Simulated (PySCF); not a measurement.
Gas-phase reaction: 2 HfCl2(OH)2 + Cl2 + 2 H = 2 HfCl3OH + 2 H2O

Method: PySCF energies plus ideal-gas RRHO corrections (1 bar). † marks an energy on the PBE0/def2-TZVP geometry and frequencies. MP2 freezes the core. Open shells (unrestricted): H (multiplicity 2); the rest are closed-shell singlets. B3LYP is the form with VWN-RPA correlation. Hf: scalar-relativistic def2 core potential, no spin-orbit coupling. HfCl2(OH)2, HfCl3OH: computed as isolated molecules; such fragments, hydroxides, amides, oligomers or adducts are transient or little studied in the gas. MP2 isn't extrapolated to the basis-set limit.

r2SCAN/def2-TZVP† gives ΔH°(298 K) = -640 kJ.

**Question.** What do MP2/def2-SVP†, B3LYP/def2-TZVP†, MP2/def2-TZVPP† give?

**Answer.** MP2/def2-SVP†: -615 kJ; B3LYP/def2-TZVP†: -638 kJ; MP2/def2-TZVPP†: -648 kJ. For scale, ΔH°(298 K) is -640 kJ at this level, -637 kJ at ωB97M-V/def2-TZVP†, and runs from -658 to -564 kJ over the 17 levels computed.
